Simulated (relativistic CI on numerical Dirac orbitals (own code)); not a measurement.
Calculated levels, Co9+

Method of calculation: Dirac-Coulomb-Breit CI, separate exchange-only KLI orbitals for each configuration, model QED, valence Slater integrals scaled by 0.9, P86 correlation estimate, and configurations built on the next ion tied to the tabulated ionisation energy (semi-empirical) (own radial code, finite nucleus).

Configuration list (outside the closed core [Ne]): 3s2 3p6, 3s2 3p5 3d, 3s2 3p5 4s, 3s2 3p5 4p, 3s2 3p5 4d, 3s2 3p5 5s, 3s2 3p5 4f, 3s2 3p4 3d2, 3s 3p6 3d, 3p6 3d2, 3s 3p5 3d2, 3s2 3p4 3d 4s, 3s2 3p4 3d 4p, 3s 3p6 4s, 3s 3p5 3d 4s, 3s 3p5 3d 4p, 3s 3p6 4p, 3s2 3p5 5p, 3s2 3p4 4s2, 3p6 3d 4s, 3s 3p6 4d, 3s2 3p5 5d, 3s2 3p4 4s 4p, 3p6 3d 4p. Levels of other configurations are missing.

| No. | Configuration | Term | J | E (eV) | % | Next component (%) | Landé g |
| --- | --- | --- | --- | --- | --- | --- | --- |
| 1 | 3s2 3p6 | 1S | 0 | 0.000 | 97 | 3 3s2 3p4 3d2 1S |  |
| 2 | 3s2 3p5 3d | 3P° | 0 | 53.441 | 99 | 1 3s 3p5 3d2 3P° |  |
| 3 | 3s2 3p5 3d | 3P° | 1 | 53.825 | 98 | 1 3D° | 1.490 |
| 4 | 3s2 3p5 3d | 3P° | 2 | 54.630 | 96 | 2 3D° | 1.487 |
| 5 | 3s2 3p5 3d | 3F° | 4 | 56.335 | 99 | 1 3s 3p5 3d2 3F° | 1.250 |
| 6 | 3s2 3p5 3d | 3F° | 3 | 56.796 | 91 | 5 1F° | 1.086 |
| 7 | 3s2 3p5 3d | 3F° | 2 | 57.471 | 87 | 7 1D° | 0.716 |
| 8 | 3s2 3p5 3d | 3D° | 3 | 59.887 | 66 | 33 1F° | 1.223 |
| 9 | 3s2 3p5 3d | 1D° | 2 | 60.286 | 59 | 28 3D° | 1.005 |
| 10 | 3s2 3p5 3d | 3D° | 1 | 60.681 | 98 | 1 3P° | 0.510 |
| 11 | 3s2 3p5 3d | 3D° | 2 | 61.073 | 64 | 32 1D° | 1.123 |
| 12 | 3s2 3p5 3d | 1F° | 3 | 61.502 | 61 | 30 3D° | 1.106 |
| 13 | 3s2 3p5 3d | 1P° | 1 | 78.710 | 99 | 1 3s 3p5 3d2 1P° | 0.998 |
| 14 | 3s 3p6 3d‡ | 3D | 1 | 101.958 | 76 | 24 3s2 3p4 3d2 3D | 0.498 |
| 15 | 3s 3p6 3d‡ | 3D | 2 | 102.091 | 76 | 23 3s2 3p4 3d2 3D | 1.166 |
| 16 | 3s 3p6 3d‡ | 3D | 3 | 102.319 | 77 | 23 3s2 3p4 3d2 3D | 1.333 |
| 17 | 3s 3p6 3d‡ | 1D | 2 | 104.643 | 71 | 29 3s2 3p4 3d2 1D | 1.000 |
| 18 | 3s2 3p4 3d2‡ | 5S | 2 | 112.239 | 97 | 1 5D | 1.987 |
| 19 | 3s2 3p4 3d2‡ | 5D | 0 | 112.663 | 95 | 5 3P |  |
| 20 | 3s2 3p4 3d2‡ | 5D | 1 | 112.690 | 91 | 5 5F | 1.419 |
| 21 | 3s2 3p4 3d2‡ | 5D | 2 | 112.737 | 82 | 14 5F | 1.432 |
| 22 | 3s2 3p4 3d2‡ | 5D | 3 | 112.785 | 76 | 22 5F | 1.439 |
| 23 | 3s2 3p4 3d2‡ | 5D | 4 | 112.867 | 77 | 22 5F | 1.462 |
| 24 | 3s2 3p4 3d2‡ | 5F | 5 | 113.719 | 88 | 10 5G | 1.382 |
| 25 | 3s2 3p4 3d2‡ | 5F | 4 | 113.886 | 67 | 22 5D | 1.365 |
| 26 | 3s2 3p4 3d2‡ | 5F | 3 | 114.021 | 69 | 22 5D | 1.285 |
| 27 | 3s2 3p4 3d2‡ | 5F | 2 | 114.094 | 81 | 14 5D | 1.051 |
| 28 | 3s2 3p4 3d2‡ | 5F | 1 | 114.148 | 94 | 5 5D | 0.081 |
| 29 | 3s2 3p4 3d2‡ | 5G | 6 | 115.076 | 98 | 2 3H | 1.329 |
| 30 | 3s2 3p4 3d2‡ | 5G | 5 | 115.707 | 86 | 9 5F | 1.273 |
| 31 | 3s2 3p4 3d2‡ | 5G | 4 | 116.058 | 89 | 7 5F | 1.162 |
| 32 | 3s2 3p4 3d2‡ | 5G | 3 | 116.280 | 93 | 5 5F | 0.934 |
| 33 | 3s2 3p4 3d2‡ | 5G | 2 | 116.399 | 95 | 3 3F | 0.359 |
| 34 | 3s2 3p4 3d2‡ | 3P | 0 | 116.706 | 91 | 5 5D |  |
| 35 | 3s2 3p4 3d2‡ | 3P | 1 | 116.921 | 94 | 4 5D | 1.486 |
| 36 | 3s2 3p4 3d2‡ | 3P | 2 | 116.975 | 86 | 5 1D | 1.428 |
| 37 | 3s2 3p4 3d2‡ | 3F | 2 | 117.660 | 89 | 5 3P | 0.733 |
| 38 | 3s2 3p4 3d2‡ | 3F | 3 | 118.320 | 92 | 3 3G | 1.083 |
| 39 | 3s2 3p4 3d2‡ | 3G | 4 | 118.495 | 76 | 13 3F | 1.069 |
| 40 | 3s2 3p4 3d2‡ | 3G | 5 | 118.503 | 92 | 4 3H | 1.198 |
| 41 | 3s2 3p4 3d2‡ | 3F | 4 | 118.811 | 85 | 12 3G | 1.219 |
| 42 | 3s2 3p4 3d2‡ | 3G | 3 | 119.252 | 97 | 3 3F | 0.760 |
| 43 | 3s2 3p4 3d2‡ | 3F | 4 | 119.981 | 89 | 6 5D | 1.259 |
| 44 | 3s2 3p4 3d2‡ | 3F | 3 | 120.004 | 47 | 28 3D | 1.200 |
| 45 | 3s2 3p4 3d2‡ | 1D | 2 | 120.318 | 71 | 23 3F | 0.942 |

Energies count from the lowest computed level; ° marks odd parity. ‡ marks configurations that were not tied to measured data.

The mean weight of the leading LS term, summed over parents, in these 45 levels is 84 %, and that of the leading jj configuration (from the same eigenvectors) 52 %, so LS coupling describes them better.

Configurations that consist of the next ion and one excited electron were tied to the tabulated ionisation energy; Rydberg ones are usually within 1,000 to 3,000 cm⁻¹ and the lowest ones within about 6,000 (9,000 in d shells), while levels on excited terms of the next ion carry the error of that term, and the other configurations can be misplaced by 10,000 cm⁻¹ or more. Rates follow the energies as ν³ (E1, M1) or ν⁵ (E2), so rates, branching and lifetimes can be off by large factors.
